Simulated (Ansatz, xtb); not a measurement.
**Two isomers of C6H9BSi**

Structure X: `Bc1ccc([SiH3])cc1`, a singlet. Structure Y: `Bc1cccc([SiH3])c1`, a singlet. Both are isolated molecules in the gas phase, relaxed with PBE-D3(BJ)/def2-SVP; the shapes shown needn't be the lowest conformers.

X (Å):

```yaml
atoms:
  - { symbol: C, position_ang: [-1.3990, -0.6062, -0.8991] }
  - { symbol: C, position_ang: [-1.0725, 0.3606, 0.0894] }
  - { symbol: C, position_ang: [0.2514, 0.5810, 0.4850] }
  - { symbol: C, position_ang: [1.3102, -0.1571, -0.0949] }
  - { symbol: C, position_ang: [0.9984, -1.1252, -1.0786] }
  - { symbol: C, position_ang: [-0.3271, -1.3426, -1.4709] }
  - { symbol: B, position_ang: [-2.8604, -0.8497, -1.3315] }
  - { symbol: Si, position_ang: [3.1052, 0.1709, 0.4053] }
  - { symbol: H, position_ang: [-3.7643, -0.2068, -0.8280] }
  - { symbol: H, position_ang: [-3.1181, -1.6861, -2.1788] }
  - { symbol: H, position_ang: [-1.8850, 0.9434, 0.5521] }
  - { symbol: H, position_ang: [0.4676, 1.3347, 1.2596] }
  - { symbol: H, position_ang: [3.7055, 1.2538, -0.4523] }
  - { symbol: H, position_ang: [3.1591, 0.6187, 1.8400] }
  - { symbol: H, position_ang: [3.9181, -1.0816, 0.2268] }
  - { symbol: H, position_ang: [1.8047, -1.7191, -1.5390] }
  - { symbol: H, position_ang: [-0.5524, -2.1014, -2.2373] }
```

Y (Å):

```xyz
17

C    -1.1685   -0.0725   -0.8873
C    -0.9746    1.2038   -0.2942
C     0.2407    1.5439    0.3109
C     1.2905    0.6102    0.3385
C     1.1467   -0.6756   -0.2347
C    -0.0853   -0.9907   -0.8414
B    -2.5048   -0.4507   -1.5591
Si    2.5485   -1.9414   -0.1597
H    -3.4254    0.3467   -1.5860
H    -2.6472   -1.5493   -2.0656
H    -1.7997    1.9332   -0.3191
H     0.3798    2.5382    0.7623
H     2.2442    0.8936    0.8138
H     3.8747   -1.2309   -0.1579
H     2.4647   -2.8620   -1.3458
H     2.4600   -2.7731    1.0931
H    -0.2283   -1.9809   -1.3059
```

Problem. Which of the two would you expect CCSD(T)/def2-SVP + ΔMP2/def2-TZVPP electronic energies to favour?

Solution. CCSD(T)/def2-SVP + ΔMP2/def2-TZVPP gives E(Y) − E(X) = −0.33 kcal/mol, slightly favouring structure Y, which is too small a margin to settle the true order.

The same difference at several levels:

| level | geometry | E(Y) − E(X) (kcal/mol) | departure from the last row (kcal/mol) | job, with rough time for the two |
| --- | --- | --- | --- | --- |
| GFN2-xTB | GFN2-xTB | +0.06 | +0.39 | optimisation, 0.14 s |
| HF/STO-3G | GFN2-xTB | +0.23 | +0.56 | single point, 0.72 s |
| r2SCAN-D4/def2-SVP | GFN2-xTB | −0.24 | +0.09 | single point, 9.9 s |
| PBE-D3(BJ)/def2-SVP | PBE-D3(BJ)/def2-SVP | −0.21 | +0.12 | optimisation, 30 s |
| HF/def2-SVP | PBE-D3(BJ)/def2-SVP | −0.58 | −0.25 | part of the CCSD(T) run |
| MP2/def2-SVP | PBE-D3(BJ)/def2-SVP | −0.15 | +0.18 | part of the CCSD(T) run |
| CCSD(T)/def2-SVP | PBE-D3(BJ)/def2-SVP | −0.33 | +0.01 | single point |
| CCSD(T)/def2-SVP + ΔMP2/def2-TZVPP | PBE-D3(BJ)/def2-SVP | −0.33 |  | single point, 3.9 min |

As drawn, both hold the same kinds of bond in the same numbers.

The largest departure from CCSD(T)/def2-SVP + ΔMP2/def2-TZVPP is that of HF/STO-3G, 0.56 kcal/mol. A small imaginary or near-zero mode remains, so no thermal terms are given. The last row adds to CCSD(T) the change of the MP2 difference between the two basis sets, here −0.01 kcal/mol.

The correlated steps freeze 12 core orbitals. Run with Ansatz 0.2.0, xtb 6.7.1; the last row on 2 threads of Arm Neoverse V2 on a shared host.
